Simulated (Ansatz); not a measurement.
Correlation energies of C2H5BO2 (`OC1(O)BC1`) by basis set

```xyz
10

O    -0.351   -0.784   -1.428
C     0.027    0.058   -0.401
O    -0.038    1.422   -0.702
B     1.064   -0.325    0.668
C    -0.429   -0.233    1.017
H    -1.300   -0.673   -1.568
H     0.623    1.599   -1.380
H     2.185   -0.439    1.032
H    -0.945   -1.186    1.122
H    -0.835    0.561    1.639
```

Total charge 0; spin multiplicity 1. The structure was optimised at the PBE0-D4/def2-TZVP level. It is one conformer, not always the lowest. Frozen core, restricted reference, Ansatz 0.2.0. CBS rows extrapolate triple and quadruple zeta; past MP2 they add the triple-zeta difference.

```json
{"basis": "def2-SVP", "HF (Eh)": "-252.78218", "MP2 corr.": "-0.71706", "CCSD corr.": "-0.75595", "(T)": "-0.02132", "CCSD(T) total": "-253.55945"}
{"basis": "def2-TZVPP", "HF (Eh)": "-253.08094", "MP2 corr.": "-0.90058", "CCSD corr.": "-0.92768", "(T)": "-0.03708", "CCSD(T) total": "-254.04570"}
{"basis": "def2-QZVPP", "HF (Eh)": "-253.09249", "MP2 corr.": "-0.96737", "CCSD corr.": "–", "(T)": "–", "CCSD(T) total": "–"}
{"basis": "CBS(def2)", "HF (Eh)": "-253.09408", "MP2 corr.": "-1.01685", "CCSD corr.": "-1.04396", "(T)": "as TZ", "CCSD(T) total": "-254.17512"}
```
